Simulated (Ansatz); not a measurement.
Consider the ligand exchange at the Si–S bond: `N[Si](O)(S)Cl` + H–F → `N[Si](O)(F)Cl` + H₂S.

Program: Ansatz. Geometries: PBE0-D4/def2-TZVP. ΔE: electronic, gas phase. CCSD(T)/CBS adds triple-zeta CCSD(T) − MP2 to the extrapolated MP2 energy (def2 sets, frozen cores). This one scheme is used for every species. Functionals use def2-TZVPP. B3LYP here is the variant with VWN-RPA as its local correlation; programs differ in this. HSE06 is defined as in plane-wave codes. Each species was taken in one conformer, which may not be the lowest.

`N[Si](O)(S)Cl`:

```xyz
9

N     0.623    0.707    1.082
Si   -0.234    0.012   -0.194
O    -1.751   -0.434    0.212
S     0.745   -1.743   -0.871
Cl   -0.352    1.440   -1.671
H     1.002    0.133    1.816
H     0.457    1.657    1.372
H    -2.347   -0.682   -0.497
H     1.857   -1.090   -1.248
```

H–F:

```xyz
2

F     0.119   -0.444    0.013
H    -0.119    0.444   -0.013
```

`N[Si](O)(F)Cl`:

Cartesian coordinates in Å:
```
N -0.304 0.312 -1.133
Si -0.018 -0.378 0.380
O 0.220 0.749 1.521
F -1.213 -1.240 0.958
Cl 1.562 -1.646 0.157
H -0.127 -0.208 -1.977
H -1.021 1.008 -1.258
H 0.900 1.404 1.351
```

H₂S:

```xyz
3

S    -0.563   -0.239   -0.099
H     0.151    0.733   -0.687
H     0.412   -0.494    0.786
```

```csv
level,ΔE (kcal/mol),difference from CCSD(T)/CBS
LDA (SPW92),-19.9,1.4
PBE-D4,-18.4,2.9
revPBE-D4,-17.4,3.9
r2SCAN-D4,-22.3,-1.0
B97M-V,-23.6,-2.3
PBE0-D4,-19.3,2.0
B3LYP-D4,-22.1,-0.8
r2SCANh-D4,-22.2,-0.9
r2SCAN0-D4,-22.2,-0.9
HSE06-D4,-19.2,2.1
BHLYP-D4,-23.5,-2.2
CAM-B3LYP-D4,-24.1,-2.8
ωB97X-V,-22.3,-1.0
ωB97M-V,-22.3,-1.0
B2PLYP,-23.6,-2.3
PBE-QIDH,-20.9,0.4
PBE,-19.9,1.4
revPBE,-20.1,1.2
BLYP,-24.3,-3.0
r2SCAN,-22.6,-1.3
PBE0,-20.6,0.7
r2SCAN0,-22.6,-1.3
HSE06,-20.5,0.8
CAM-B3LYP,-25.6,-4.3
LC-ωPBE,-22.1,-0.8
RPA@PBE/def2-TZVPP,-23.3,-2.0
HF/def2-SVP,-25.6,-4.3
MP2/def2-SVP,-21.9,-0.6
CCSD/def2-SVP,-23.4,-2.1
CCSD(T)/def2-SVP,-22.8,-1.5
HF/def2-TZVPP,-28.2,-6.9
MP2/def2-TZVPP,-20.7,0.6
SCS-MP2/def2-TZVPP,-22.7,-1.4
CCSD/def2-TZVPP,-23.6,-2.3
CCSD(T)/def2-TZVPP,-22.4,-1.1
HF/def2-QZVPP,-28.8,-7.5
MP2/def2-QZVPP,-20.3,1.0
SCS-MP2/def2-QZVPP,-22.3,-1.0
HF/CBS(def2),-28.9,-7.6
CCSD/CBS(def2),-22.5,-1.2
CCSD(T)/CBS,-21.3,0
```

Largest T1 diagnostic among the species: 0.010.

At CCSD(T), def2-SVP lies −1.5 kcal/mol from the extrapolated value and def2-TZVPP −1.1 kcal/mol. In def2-TZVPP, CCSD(T) changes the Hartree–Fock value by +5.8 kcal/mol (the triples alone add +1.1 kcal/mol) and MP2 by +7.5 kcal/mol.

CCSD(T)/CBS has its own doubt, a few kJ/mol and more with outer-core shells, so smaller differences from it don't rank the levels.
